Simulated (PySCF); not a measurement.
Sc (scandium, neutral) across methods

[Ar] 4s2 5s1, 2S determinant (an excited configuration). All numbers are calculated (PySCF 2.14, scalar relativity by spin-free X2C-1e, in aug-cc-pwCVTZ-DK (10s9p7d4f3g, 127 functions)).

```csv
method,E (hartree),mean ε 4s α (eV),mean ε 4s β (eV),mean ε 5s α (eV),Σ⟨r²⟩ (bohr²),⟨S²⟩
r2SCAN,-763.898,-8.025,-8.018,-1.537,121.9,0.751
UHF,-763.09565,-10.216,-10.059,-2.218,133.9,0.750
PBE0,-763.775,-8.718,-8.643,-1.805,122.6,0.750
LDA,-761.980,-8.124,-8.059,-1.538,119.9,0.750
wB97M-V,-763.912,-10.532,-10.415,-2.182,118.9,0.750
```

Task: Estimate the same row for PBE.

Result: E (hartree) = -763.737; mean ε 4s α (eV) = -7.970; mean ε 4s β (eV) = -7.912; mean ε 5s α (eV) = -1.568; Σ⟨r²⟩ (bohr²) = 120.4; ⟨S²⟩ = 0.750.

The outer electron is Rydberg-like, and this basis confines it to a smaller radius and binds it less than a complete one would.
